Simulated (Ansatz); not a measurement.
```xyz
20

C     0.231    0.203    2.008
C     0.314   -0.129    0.554
N     0.982    0.613   -0.310
C     1.721    1.783    0.061
Sn    0.650   -0.784   -2.003
C    -1.122    0.308   -2.705
N    -0.247   -1.183   -0.009
C    -1.012   -2.170    0.695
H    -0.400   -0.499    2.550
H    -0.169    1.211    2.142
H     1.230    0.191    2.453
H     2.534    1.570    0.769
H     1.085    2.557    0.509
H     2.176    2.218   -0.830
H    -0.834    1.062   -3.443
H    -1.821   -0.380   -3.191
H    -1.624    0.797   -1.870
H    -0.442   -2.671    1.488
H    -1.924   -1.756    1.143
H    -1.325   -2.942   -0.010
```

Total charge 0; spin multiplicity 1. Sn takes the def2 core potential.

List the B3LYP/def2-TZVPP orbital energies in eV (Ansatz). (Estimate.)

The calculation gave: Occupied: -389.12, -389.08, -278.76, -277.49, -277.48, -277.16, -275.55, -137.46, -92.41, -92.30, -92.14, -26.86, -26.67, -26.55, -26.45, -26.34, -25.82, -23.59, -20.41, -19.68, -17.81, -17.78, -14.50, -13.66, -13.39, -12.76, -11.75, -11.61, -11.33, -11.14, -10.85, -10.65, -10.20, -10.15, -9.11, -8.42, -7.23, -5.81, -5.37. Lowest empty: -0.81, 0.01, 0.49, 0.75, 1.32, 1.42, 1.98, 2.14.

B3LYP here is the variant with VWN-RPA as its local correlation; programs differ in this.
